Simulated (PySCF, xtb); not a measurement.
C4H14GeO2Si, SMILES O[Si](O)([Ge]([CH3])([CH3])[CH3])C.

GFN2-xTB (xtb) at its own geometry gives an orbital gap of 5.73 eV and a dipole moment of 1.27 D.

Geometry: PBE-D3(BJ)/def2-SVP. The structure was generated by enumeration, and PubChem lists no compound with its InChIKey, so it may never have been made. One conformer was computed; it need not be the lowest.

**Question.** What does PySCF with HF/def2-SVP give? (The exact figures need the calculation; the answer reports its results.)

**Answer.** gap 13.70 eV (levels -9.81 and 3.89 eV), dipole 0.31 D.
